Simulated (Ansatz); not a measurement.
`Brc1cccc2cc3ccccc3cc12` with charge +1, relaxed as a doublet with UKS PBE0-D4/def2-SVP in Ansatz, starting from the PBE0-D4/def2-SVP geometry of the neutral singlet. Force threshold 0.03 eV/Å.

Start:

```xyz
24

Br   -2.699    2.044    2.390
C    -2.082    1.826    0.617
C    -2.665    2.573   -0.370
C    -2.231    2.439   -1.716
C    -1.230    1.566   -2.039
C    -0.601    0.773   -1.034
C     0.424   -0.123   -1.351
C     1.049   -0.906   -0.378
C     2.096   -1.823   -0.691
C     2.686   -2.575    0.289
C     2.263   -2.455    1.643
C     1.262   -1.586    1.983
C     0.622   -0.784    0.991
C    -0.403    0.111    1.313
C    -1.028    0.894    0.340
H    -3.464    3.271   -0.120
H    -2.710    3.045   -2.489
H    -0.893    1.461   -3.073
H     0.744   -0.211   -2.393
H     2.418   -1.914   -1.732
H     3.486   -3.274    0.036
H     2.745   -3.062    2.412
H     0.935   -1.491    3.021
H    -0.723    0.199    2.353
```

Problem. Estimate the energy that the relaxation releases and the steps that it takes.

Solution. 1.8 kcal/mol, in 4 steps; 99 s on 4 threads of Arm Neoverse V1 on a shared host. No frequencies were taken in this run, so the end may be a saddle point.

Problem. Does the start keep its bonding and symmetry?

Solution. By distances, no bond broke or formed. The bond that changes most is Br1–C2, from 1.89 to 1.86 Å (atoms count from 1). Point group Cs at the start, Cs at the end, both within 0.05 Å.

Problem. Predict the relaxed structure.

Solution. 
```xyz
24

Br   -2.705    2.054    2.372
C    -2.080    1.820    0.634
C    -2.667    2.577   -0.380
C    -2.239    2.445   -1.704
C    -1.221    1.557   -2.032
C    -0.607    0.778   -1.032
C     0.426   -0.124   -1.353
C     1.055   -0.912   -0.375
C     2.091   -1.818   -0.696
C     2.688   -2.580    0.298
C     2.271   -2.460    1.634
C     1.256   -1.579    1.980
C     0.629   -0.791    0.991
C    -0.403    0.111    1.314
C    -1.033    0.899    0.339
H    -3.468    3.276   -0.133
H    -2.715    3.048   -2.481
H    -0.890    1.457   -3.068
H     0.744   -0.211   -2.395
H     2.417   -1.912   -1.735
H     3.489   -3.277    0.042
H     2.751   -3.067    2.405
H     0.934   -1.489    3.020
H    -0.723    0.199    2.355
```
Bond lengths: 16 × C–C 1.39 to 1.44 Å; 1 × Br–C 1.86 Å; 9 × C–H 1.09 Å.
